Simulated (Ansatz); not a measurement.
C₃H₇NSi (`C=C1[SiH2]N1C`), relaxed with RKS PBE-D4/def2-SVP in Ansatz 0.2.0 from a rough embedded geometry. The force threshold is 0.03 eV/Å; the program also tests the step.

The species carries charge 0 and has multiplicity 1.

Start:

```xyz
12

C    -0.748   -1.699    0.869
C    -0.661   -0.544    0.265
Si   -1.194    1.093    0.022
N    -0.010    0.025   -0.776
C     1.399    0.455   -0.598
H    -0.013   -2.508    0.636
H    -1.400   -1.887    1.704
H    -0.480    2.176    0.593
H    -2.199    1.335   -1.046
H     2.009   -0.416   -0.872
H     1.672    0.716    0.459
H     1.626    1.253   -1.255
```

Q: How much energy does the relaxation release, and in how many steps? (Estimate.)

A: Ansatz gave: 90.99 kJ/mol, in 15 steps, 2 of them rejected.

Q: Which bonds change most? (Best estimate.)

A: The calculation gave: C2–Si3 from 1.739 to 1.843 Å; Si3–H8 from 1.417 to 1.502 Å; C5–H12 from 1.058 to 1.107 Å; N4–C5 from 1.484 to 1.437 Å.

Q: Give the relaxed structure. (Best estimate.)

A: The calculation gave: 
```xyz
12

C    -0.617   -1.646    0.963
C    -0.689   -0.432    0.380
Si   -1.361    1.218   -0.091
N     0.155    0.394   -0.359
C     1.553    0.269   -0.665
H     0.297   -2.259    0.898
H    -1.477   -2.055    1.512
H    -1.416    2.359    0.883
H    -2.260    1.454   -1.270
H     1.746   -0.630   -1.292
H     2.165    0.169    0.262
H     1.904    1.159   -1.222
```
